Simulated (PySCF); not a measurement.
PySCF input file for C2H6FNSi2, SMILES N[Si@@H]1C=C[Si@@H]1F, PBE-D3(BJ)/def2-SVP. Geometry: PBE-D3(BJ)/def2-SVP. The structure was generated by enumeration; whether it is a known compound was not checked. One conformer was computed; it need not be the lowest.

```python
import numpy as np
from pyscf import gto, scf, dft, df
from pyscf.hessian import thermo

mol = gto.M(
    atom='''
    N     2.35069571   -0.26777292    0.70751956
    Si    0.64547244   -0.56371827    0.90596900
    C    -0.15278051   -1.65958863   -0.43289523
    C    -1.12246826   -0.89632618   -1.02491531
    Si   -1.05103536    0.74850857   -0.09586257
    F    -0.56965052    2.02743349   -1.02974807
    H     2.90830538   -0.03079948    1.53092422
    H     2.67915069    0.24936795   -0.11182720
    H     0.49844020   -1.06174084    2.32127853
    H     0.04526837   -2.71142374   -0.71902757
    H    -1.78208839   -1.27295497   -1.82958700
    H    -2.34771789    1.20348461    0.52870774
    ''',
    basis='def2-SVP',
    charge=0,
    spin=0,
    max_memory=1600,
    verbose=3,
)
mf = dft.RKS(mol, xc='pbe').density_fit(auxbasis='def2-universal-jkfit')
mf.disp = 'd3bj'
mf.grids.level = 3
mf.conv_tol = 1e-11
mf.max_cycle = 100
mf.kernel()

# [left out here: the lines that compute and print the analytic Hessian (its translational invariance restored by hand, since the grid's response is missing), thermochemistry and intensities]
```

It prints:

```
converged SCF energy = -812.532627889926

WARN: DFTD3 does not support analytical Hessian, using finite difference


WARN: Mole.unit (angstrom) is changed to Bohr

Mode                                 0                   1                   2
Irrep
Freq [cm^-1]                       83.4123             95.8981            163.1834
Reduced mass [au]                   3.9350              4.0798              1.9108
Force const [Dyne/A]                0.0161              0.0221              0.0300
Char temp [K]                     120.0118            137.9760            234.7845
Normal mode                   x     y     z       x     y     z       x     y     z
       0   N                -0.02  0.11  0.02    0.06 -0.08  0.12   -0.01  0.08  0.02
       1  Si                -0.00 -0.02 -0.03    0.03  0.00 -0.03    0.01 -0.03 -0.01
       2   C                 0.01  0.02 -0.07    0.03  0.04 -0.06   -0.08 -0.06  0.05
       3   C                -0.09 -0.00  0.05   -0.05  0.01  0.04   -0.00 -0.01 -0.01
       4  Si                -0.02 -0.00  0.04    0.00  0.02  0.01    0.05 -0.00 -0.03
       5   F                 0.10 -0.08 -0.01   -0.09 -0.00 -0.07   -0.04  0.06  0.00
       6   H                -0.00 -0.08  0.06    0.01 -0.16  0.18    0.10 -0.46  0.09
       7   H                -0.03  0.28  0.12    0.19 -0.08  0.17    0.02  0.37  0.22
       8   H                 0.00 -0.13 -0.07   -0.08 -0.03 -0.06    0.04 -0.06 -0.02
       9   H                 0.05  0.05 -0.15    0.04  0.05 -0.09   -0.19 -0.11  0.13
      10   H                -0.14 -0.00  0.09   -0.12 -0.01  0.11   -0.03 -0.00  0.01
      11   H                 0.02  0.13  0.02    0.05  0.04  0.11    0.07 -0.06  0.04
Mode                                 3                   4                   5
Irrep
Freq [cm^-1]                      225.1956            261.2161            360.0360
Reduced mass [au]                   5.4342              1.6322              4.0782
[...]
Reduced mass [au]                   2.3445              2.5131              1.2953
Force const [Dyne/A]                0.6864              0.8123              0.4344
Char temp [K]                    1014.1950           1065.6692           1085.5358
Normal mode                   x     y     z       x     y     z       x     y     z
       0   N                 0.02 -0.01 -0.00    0.01 -0.01 -0.02   -0.05 -0.00 -0.02
       1  Si                -0.02  0.05  0.03   -0.01  0.04  0.03    0.01 -0.03  0.02
       2   C                -0.00 -0.13 -0.07   -0.00 -0.05 -0.08    0.06  0.04 -0.04
       3   C                 0.05  0.07  0.09   -0.03 -0.10 -0.10    0.03  0.03 -0.02
       4  Si                -0.01 -0.01 -0.04    0.02  0.03  0.07   -0.03  0.00 -0.02
       5   F                -0.00 -0.01  0.01    0.00  0.02 -0.03    0.02  0.00 -0.01
       6   H                -0.02  0.03  0.01   -0.10 -0.01  0.06   -0.21 -0.04  0.10
       7   H                 0.07 -0.03  0.00    0.12  0.00  0.04    0.12  0.01  0.06
       8   H                 0.24 -0.28 -0.06    0.29 -0.21 -0.02    0.28  0.32  0.17
       9   H                -0.20 -0.13 -0.22   -0.04 -0.13  0.17   -0.28 -0.09  0.21
      10   H                -0.09  0.32  0.09   -0.16 -0.16  0.02   -0.20 -0.15  0.26
      11   H                 0.04 -0.04  0.07   -0.18 -0.12 -0.24    0.11 -0.17  0.41
Mode                                15                  16                  17
Irrep
Freq [cm^-1]                      804.9952            837.8548            866.4117
Reduced mass [au]                   1.5505              3.8881              2.6438
Force const [Dyne/A]                0.5920              1.6081              1.1693
Char temp [K]                    1158.2088           1205.4865           1246.5735
Normal mode                   x     y     z       x     y     z       x     y     z
       0   N                -0.00 -0.00  0.01   -0.15 -0.04  0.04   -0.05 -0.02  0.05
       1  Si                 0.01  0.01 -0.01    0.10  0.03 -0.01    0.03  0.01 -0.01
       2   C                -0.02 -0.00  0.02   -0.01 -0.02 -0.00   -0.01 -0.01 -0.00
       3   C                -0.03 -0.01  0.03    0.01  0.01 -0.01   -0.03 -0.03 -0.00
       4  Si                -0.02 -0.03  0.03   -0.01 -0.04  0.02    0.02  0.09 -0.04
       5   F                 0.05  0.08 -0.07    0.01  0.04 -0.03   -0.02 -0.09  0.06
       6   H                 0.04  0.00 -0.02   -0.09 -0.00 -0.02    0.11  0.02 -0.08
       7   H                -0.06 -0.00 -0.01   -0.33 -0.00 -0.00   -0.29  0.02 -0.03
       8   H                -0.06 -0.07 -0.04    0.10 -0.01 -0.02    0.26 -0.01  0.01
       9   H                 0.11  0.06 -0.11   -0.06 -0.02 -0.05    0.08  0.02 -0.05
      10   H                 0.13  0.10 -0.14   -0.04  0.05  0.01    0.10 -0.05 -0.11
      11   H                -0.12 -0.66  0.29    0.03  0.26 -0.11   -0.06 -0.35  0.12
Mode                                18                  19                  20
Irrep
Freq [cm^-1]                      903.8963            991.7197           1015.5285
Reduced mass [au]                   1.5113              1.2761              1.0423
Force const [Dyne/A]                0.7275              0.7395              0.6333
Char temp [K]                    1300.5055           1426.8638           1461.1195
Normal mode                   x     y     z       x     y     z       x     y     z
       0   N                 0.06 -0.01  0.07    0.00 -0.00 -0.00    0.01 -0.00  0.00
       1  Si                -0.06 -0.01 -0.04   -0.00 -0.00  0.00   -0.01  0.01 -0.00
       2   C                 0.01  0.03  0.01   -0.07 -0.03  0.06   -0.01  0.03  0.00
       3   C                 0.00  0.02  0.00    0.06  0.03 -0.07    0.02  0.00  0.02
       4  Si                -0.00 -0.04  0.01    0.00  0.00 -0.00    0.01 -0.01  0.01
       5   F                 0.01  0.03 -0.02    0.00  0.00 -0.00   -0.00  0.01 -0.01
       6   H                 0.39  0.05 -0.17   -0.01  0.01  0.00    0.02  0.00 -0.01
       7   H                -0.31  0.04 -0.06    0.01 -0.00  0.00   -0.01  0.01  0.00
       8   H                 0.56  0.12  0.07    0.06 -0.00  0.01    0.04 -0.05 -0.02
       9   H                 0.02  0.00  0.12    0.42  0.19 -0.41   -0.50  0.07 -0.47
      10   H                -0.03  0.02  0.04   -0.39 -0.21  0.42    0.35 -0.60  0.04
      11   H                 0.03  0.12 -0.05   -0.01 -0.07  0.04   -0.03 -0.01 -0.07
Mode                                21                  22                  23
Irrep
Freq [cm^-1]                     1228.4913           1492.1150           1496.2547
Reduced mass [au]                   1.5153              1.1139              8.3751
Force const [Dyne/A]                1.3474              1.4611             11.0472
Char temp [K]                    1767.5254           2146.8213           2152.7774
Normal mode                   x     y     z       x     y     z       x     y     z
       0   N                 0.00  0.00  0.00   -0.08 -0.04  0.00   -0.00 -0.00 -0.00
       1  Si                -0.01 -0.01 -0.01    0.01 -0.00 -0.00   -0.00  0.00 -0.00
       2   C                 0.06  0.06  0.09   -0.00  0.00 -0.00    0.15 -0.10  0.10
       3   C                 0.01 -0.11 -0.05    0.00 -0.00  0.00   -0.14  0.12 -0.08
       4  Si                 0.00  0.01  0.01   -0.00  0.00 -0.00    0.00 -0.00  0.00
       5   F                -0.00 -0.00  0.00    0.00 -0.00 -0.00   -0.00  0.00 -0.00
       6   H                 0.01  0.00 -0.00    0.40  0.34 -0.40    0.01  0.00 -0.01
       7   H                -0.01 -0.00 -0.00    0.52  0.21  0.38    0.01  0.01  0.01
       8   H                 0.01  0.02 -0.00   -0.01  0.01 -0.01   -0.00 -0.01 -0.01
       9   H                -0.41  0.10 -0.37   -0.00  0.00  0.00   -0.02 -0.11 -0.08
      10   H                -0.31  0.46 -0.06    0.00  0.01 -0.00   -0.04 -0.10 -0.09
      11   H                -0.03 -0.01 -0.02   -0.00  0.00  0.00   -0.00 -0.01 -0.02
Mode                                24                  25                  26
Irrep
Freq [cm^-1]                     2127.8815           2144.1493           3046.8489
Reduced mass [au]                   1.0421              1.0418              1.0849
Force const [Dyne/A]                2.7800              2.8220              5.9341
Char temp [K]                    3061.5477           3084.9535           4383.7372
Normal mode                   x     y     z       x     y     z       x     y     z
       0   N                 0.00 -0.00  0.00   -0.00  0.00 -0.00    0.00 -0.00  0.00
       1  Si                -0.00 -0.00  0.01    0.00  0.01 -0.03   -0.00 -0.00 -0.00
       2   C                 0.00 -0.00 -0.00    0.00  0.00  0.00   -0.01  0.07  0.02
       3   C                 0.00  0.00  0.00   -0.00  0.00 -0.00   -0.02 -0.01 -0.03
       4  Si                 0.03 -0.01 -0.01    0.01 -0.00 -0.00   -0.00  0.00  0.00
       5   F                 0.00  0.00 -0.00    0.00  0.00 -0.00   -0.00 -0.00  0.00
       6   H                -0.00 -0.00  0.00    0.00  0.00 -0.01    0.00  0.00 -0.00
       7   H                -0.00  0.00 -0.00    0.01  0.00  0.00    0.00  0.00 -0.00
       8   H                 0.03  0.08 -0.24   -0.10 -0.31  0.89    0.00  0.00  0.00
       9   H                -0.00 -0.00  0.00   -0.00  0.01 -0.00    0.15 -0.81 -0.22
      10   H                 0.01 -0.00  0.00    0.00 -0.00  0.00    0.26  0.15  0.32
      11   H                -0.81  0.29  0.40   -0.22  0.08  0.10    0.00  0.00 -0.00
Mode                                27                  28                  29
Irrep
Freq [cm^-1]                     3072.9442           3491.4526           3589.7324
Reduced mass [au]                   1.0990              1.0499              1.0958
Force const [Dyne/A]                6.1147              7.5404              8.3195
Char temp [K]                    4421.2825           5023.4229           5164.8257
Normal mode                   x     y     z       x     y     z       x     y     z
       0   N                 0.00 -0.00  0.00   -0.04 -0.03  0.01    0.01 -0.01  0.08
       1  Si                -0.00 -0.00 -0.00    0.00 -0.00 -0.00   -0.00 -0.00  0.00
       2   C                -0.01  0.04  0.01   -0.00  0.00  0.00   -0.00 -0.00 -0.00
       3   C                 0.05  0.02  0.06   -0.00 -0.00  0.00    0.00  0.00  0.00
       4  Si                 0.00 -0.00 -0.00    0.00  0.00 -0.00    0.00  0.00 -0.00
       5   F                 0.00  0.00 -0.00   -0.00 -0.00  0.00   -0.00 -0.00  0.00
       6   H                 0.00  0.00  0.00    0.35  0.13  0.53   -0.40 -0.16 -0.57
       7   H                 0.00  0.00 -0.00    0.23  0.35 -0.60    0.21  0.32 -0.50
       8   H                 0.00  0.00  0.00    0.00  0.00 -0.00   -0.00  0.00 -0.00
       9   H                 0.08 -0.41 -0.11   -0.00  0.00  0.00    0.00  0.00 -0.00
      10   H                -0.50 -0.29 -0.61    0.00  0.00  0.00   -0.00 -0.00  0.00
      11   H                -0.00  0.00  0.00    0.00 -0.00  0.00   -0.00 -0.00 -0.00
temperature 298.1500 [K]
pressure 101325.00 [Pa]
Rotational constants [GHz] 3.31905 1.78676 1.37295
Symmetry number 1
Zero-point energy (ZPE) 0.07666 [Eh]   201268.840 [J/mol]
                           tot       elec      trans        rot        vib
Entropy [J/mol/K]       370.529      0.000    168.375    117.444     84.709
Cv [J/mol/K]            124.400      0.000     12.472     12.472     99.456
Cp [J/mol/K]            132.714      0.000     20.786     12.472     99.456
Internal energy [J/mol]                      3718.434   3718.434 215588.896
Internal energy [Eh]   -812.44768  -812.53263
Enthalpy [J/mol]                             6197.391   3718.434 215588.896
Enthalpy [Eh]          -812.44674
Gibbs free energy [J/mol]                  -44003.693 -31297.577 190332.818
Gibbs free energy [Eh] -812.48881
mode   freq/cm-1   IR/(km/mol)
   1       83.41         2.591
   2       95.90         2.831
   3      163.18        12.459
   4      225.20         4.201
   5      261.22        12.344
   6      360.04         1.089
   7      378.98       104.320
   8      405.71        71.870
   9      444.09        25.016
  10      608.31         9.948
  11      635.80        30.918
  12      677.35        16.393
  13      704.90        68.094
  14      740.68        78.723
  15      754.48        64.346
  16      805.00         4.429
  17      837.85        68.472
  18      866.41       192.991
  19      903.90       146.420
  20      991.72         0.529
  21     1015.53         3.366
  22     1228.49        24.862
  23     1492.12        38.481
  24     1496.25         0.656
  25     2127.88       178.986
  26     2144.15       142.830
  27     3046.85        12.005
  28     3072.94        19.945
  29     3491.45        33.211
  30     3589.73        28.475
max |gradient| / (hartree/bohr): 0.0002220260718822141
APT charges: [-0.7709  1.0596 -0.3091 -0.3341  1.0748 -0.5908  0.1702  0.1849 -0.2562
  0.0225  0.0337 -0.2846]
```

Self-consistency was reached.
